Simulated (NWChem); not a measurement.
Species: ZnHF; SMILES [F][ZnH]

```xyz
3

Zn     0.0000     0.0000    -0.3543
H      0.0000     0.0000    -1.8669
F      0.0000     0.0000     1.3885
```
Atoms are numbered in this order, from 1.

Computed with NWChem. Geometry: optimised at PBE0/def2-SVP.

For level TPSS/def2-SVP:

* **highest occupied level (eV)**: -7.55
* **orbital gap (eV)**: 6.72
* **dipole (D)**: 1.75

Problem. Estimate the same quantities for level TPSS/def2-TZVPP.

Solution. 
| Property | Value |
|---|---|
| highest occupied level (eV) | -8.35 |
| orbital gap (eV) | 7.12 |
| dipole (D) | 1.93 |
